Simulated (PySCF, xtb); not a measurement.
(S)-bromo-chloro-fluoromethane (CHBrClF), SMILES F[C@@H](Cl)Br.

Harmonic wavenumbers (cm⁻¹) from GFN2-xTB (xtb 6.7.1) at its own minimum, in rising order: 195, 279, 383, 577, 665, 1058, 1128, 1213, 2921.

### Question
What does PBE0-D3(BJ)/def2-SVP (PySCF) give at its own minimum? (The exact figures need the calculation; the answer reports its results.)

### Answer
226, 319, 435, 669, 794, 1174, 1218, 1336, 3168. Paired by order, the mean absolute difference is 102 cm⁻¹ and the zero-point energies are 12.0 and 13.3 kcal/mol.
